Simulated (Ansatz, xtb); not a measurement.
Relative energy of two isomers of C5H13N2+

Structure a: `NC[C@@H]1CC[NH2+]C1`, a singlet. Structure b: `C[C@@H]1C[C@@H](N)C[NH2+]1`, a singlet. Both are isolated ions in the gas phase, relaxed with PBE0-D3(BJ)/def2-SVP, each in the lowest conformer that the search found.

Energies in hartree; the thermal terms are from GFN2-xTB frequencies at re-optimised GFN2-xTB minima (ideal gas, soft modes damped towards free rotors, one conformer each, 298.15 K, 1 atm) and include the zero-point energy:

```
                              a           b
E, CCSD(T)/def2-SVP  −306.544109  −306.541596
    E, MP2/def2-SVP  −306.431934  −306.428958
  E, MP2/def2-TZVPP  −307.001276  −307.000326
  zero-point energy     0.183563     0.183704
       H(298 K) − E     0.191174     0.192098
       G(298 K) − E     0.153320     0.152672
```

Q: Correct the CCSD(T) difference for the basis set by the MP2 change, then work out ΔE, ΔE₀, ΔH and ΔG for a → b in kJ/mol (1 Eh = 2625.50 kJ/mol) and the equilibrium ratio [b]/[a].

A: 1. Differences b − a: CCSD(T) +0.002513, MP2 in the small set +0.002976, MP2 in the large set +0.000950 Eh.
2. ΔE = +0.002513 + (+0.000950 − (+0.002976)) = +0.000487 Eh = +1.28 kJ/mol.
3. ΔE₀ = ΔE + ΔZPE = +0.000487 + (+0.000141) Eh = +1.65 kJ/mol.
4. ΔH = ΔE + (+0.000924) Eh = +3.70 kJ/mol.
5. ΔG = ΔE + (−0.000648) Eh = −0.42 kJ/mol, so ΔS = (ΔH − ΔG)/T = +13.8 J/(mol K).
6. kT = 0.9442 mEh, so K = [b]/[a] = exp(−ΔG/kT) = exp(+0.17) ≈ 1.2.

The two are too close for this level to say which is favoured. An error of 4 kJ/mol in ΔG would change K by a factor of 5. Mirror images and further conformers aren't counted.

As drawn, both hold the same kinds of bond in the same numbers. Structure a has 0 methyl groups, b 1.

Other levels gave ΔE = +18.4 (GFN2-xTB); +52.9 (HF/STO-3G, GFN2-xTB geometries); +6.9 (r2SCAN-D4/def2-SVP, GFN2-xTB geometries); +12.7 (PBE0-D3(BJ)/def2-SVP); −4.5 (HF/def2-SVP); +7.8 (MP2/def2-SVP); +6.6 (CCSD(T)/def2-SVP) kJ/mol. The correlated steps freeze 7 core orbitals. Programs: Ansatz 0.2.0, xtb 6.7.1.
